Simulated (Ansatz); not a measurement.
`[GaH2][SnH3]`, charge 0, multiplicity 1.

Give a relaxed structure at PBE0-D4/def2-TZVP (Ansatz). (An estimate is asked.)

Computed: 
Cartesian coordinates in Å:
```
Ga 0.966 1.193 -0.156
Sn -0.659 -0.846 0.096
H 1.454 1.972 1.120
H 1.453 1.669 -1.573
H -0.720 -1.842 -1.292
H -0.238 -1.847 1.419
H -2.256 -0.301 0.386
```
